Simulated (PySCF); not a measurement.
Compound: C8H14OSi.
Cartesian coordinates in Å at the GFN2-xTB level; atoms count from 1:
```
atom  x, y, z in Å
C1    -3.9057    0.7975   -0.4747
C2    -2.8072    0.6968    0.2494
C3    -1.9659   -0.5344    0.3447
C4    -0.5310   -0.2708   -0.1416
C5     0.2543   -1.5799   -0.2745
Si6    2.0650   -1.2140   -0.7292
C7     2.4188    0.3753    0.2221
C8     3.5807    0.6974    0.7709
C9     1.2170    1.2760    0.3506
O10    0.0592    0.6098    0.7949
H11   -4.2876   -0.0338   -1.0461
H12   -4.4786    1.7082   -0.5197
H13   -2.4356    1.5405    0.8146
H14   -2.4033   -1.3422   -0.2444
H15   -1.9001   -0.8498    1.3890
H16   -0.5731    0.2265   -1.1275
H17   -0.2310   -2.2115   -1.0181
H18    0.2015   -2.1046    0.6808
H19    2.1679   -0.9520   -2.1734
H20    2.9597   -2.3007   -0.3289
H21    3.7236    1.6142    1.3242
H22    4.4417    0.0564    0.6817
H23    1.0208    1.7518   -0.6269
H24    1.3969    2.0630    1.0896
```

NICS = −σ at a ghost point: NICS(0) at the centroid of the ring atoms, NICS(1) 1 Å to either side along the normal of their mean plane, zz for the tensor component along that normal. Level: GIAO PBE0/pcSseg-1 (PySCF, non-relativistic, gas phase) on the GFN2-xTB geometry, one conformer.

Ring bond lengths (Å), with Mayer bond orders in brackets: C4–C5 1.532 (1.01), C5–Si6 1.902 (0.89), Si6–C7 1.886 (0.84), C7–C9 1.507 (0.99), C9–O10 1.408 (0.93), O10–C4 1.415 (0.90).

Q: What do the NICS probes read (ppm)?

A: 
```json
{"ring": "C4–C5–Si6–C7–C9–O10", "type": "6-membered ring with O and Si; formal bonds all single", "NICS(0)": "-1.5", "NICS(1), two faces": "-2.1 / -1.3", "NICS(1)zz, two faces": "3.0 / 3.3", "rms pucker (Å)": "0.23", "centre to ring atoms, mean (Å)": "1.55"}
```

Q: What do they say, and how far can they be read as aromaticity?

A: 
- C4–C5–Si6–C7–C9–O10: mean NICS(1)zz 3.2 ppm, deshielded. C4, C5, Si6, C9 have four or more neighbours, and the NICS criterion for π rings isn't applied.

Q: Give the inner angles of the rings and the Hirshfeld charges of the ring atoms.

A: 
- C4–C5–Si6–C7–C9–O10: C4 112.0° (+0.049 e), C5 110.1° (-0.169 e), Si6 102.7° (+0.331 e), C7 113.4° (-0.094 e), C9 113.6° (-0.002 e), O10 115.4° (-0.131 e); sum 667.2° against 720° for a flat convex ring.
